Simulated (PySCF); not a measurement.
# What a mistake does to a calculation on BH4Si cation

These are calculations, not measurements. They come from PySCF 2.14.0, an open-source quantum chemistry program, on an isolated molecule that a program drew, which may never have been made. The molecule is BH4Si cation (charge +1, singlet), drawn as the SMILES string `B[SiH2+]`.

Each row is a Hartree-Fock (HF) and frozen-core CCSD(T) single point in the cc-pV(D+d)Z basis, meant for a local HF minimum. Run 1 is clean. Each other run has one planted mistake out of seven kinds, and not every kind appears here: one electron removed, one electron added, multiplicity raised by two, geometry at a saddle point, minimal basis STO-3G, one bond length entered in bohr, all coordinates scaled. The reference is restricted for singlets and unrestricted otherwise, and also for a bond in bohr. Adding or removing an electron swaps singlet and doublet. Electrons count all cores. HOMO and LUMO are orbital energies over both spins, the gradient is its largest component, and the lowest frequency (negative if imaginary) is given only where the gradient is small. Bond lengths are over the 5 bonds as drawn. T1 is the CCSD diagnostic: over 0.02 (restricted) or 0.045 (unrestricted) a single reference is doubtful.

Geometry of the clean run:
```xyz
6
BH4Si cation, angstrom
B    -1.6094   -2.0972   -1.7185
Si   -1.7794   -0.1666   -1.1020
H    -2.5928   -2.6523   -2.0927
H    -0.5326   -2.6014   -1.6823
H    -2.0685    0.1946    0.2902
H    -1.6218    0.9710   -2.0147
```

| run | electrons | basis functions | <S^2> | HOMO (eV) | LUMO (eV) | gradient (hartree/bohr) | lowest frequency (cm^-1) | mean bond (Å) | longest bond (Å) | T1 | HF (hartree) | CCSD(T) (hartree) | mistake |
|---|---|---|---|---|---|---|---|---|---|---|---|---|---|
| 1 | 22 | 57 | 0.000 | -18.13 | -5.96 | 3.9e-05 | 283 | 1.4694 | 2.034 | 0.0122 | -315.61110 | -315.81090 | no fault |
| 2 | 23 | 57 | 0.769 | -7.36 | 1.02 | 9.6e-03 | - | 1.4694 | 2.034 | 0.0124 | -315.85511 | -316.07226 | one electron added |
| 3 | 22 | 57 | 0.000 | -18.01 | -6.79 | 3.4e-05 | -277 | 1.4787 | 2.087 | 0.0089 | -315.60423 | -315.80263 | geometry at a saddle point |
| 4 | 22 | 18 | 0.000 | -17.28 | -2.95 | 1.6e-02 | - | 1.4694 | 2.034 | 0.0071 | -312.04489 | -312.14130 | ? |
| 5 | 22 | 57 | 2.013 | -14.24 | -9.04 | 8.3e-02 | - | 1.4694 | 2.034 | 0.0219 | -315.47671 | -315.67022 | ? |

**Which mistake was planted in run 4, and what did it cost?**

It has 18 basis functions where the clean run has 57, with the same electrons and geometry. So the mistake is: minimal basis STO-3G. Subtracting run 1 and multiplying by 627.51 kcal/mol a hartree, the energy moved by 2237.8 kcal/mol in HF and 2302.7 kcal/mol in CCSD(T).

**Which mistake was planted in run 5, and what did it cost?**

Electrons, basis and geometry are unchanged, and <S^2> is 2.013, beside S(S+1) = 2.00 for a multiplicity of 3. So the mistake is: multiplicity raised by two. Subtracting run 1 and multiplying by 627.51 kcal/mol a hartree, the energy moved by 84.3 kcal/mol in HF and 88.3 kcal/mol in CCSD(T).

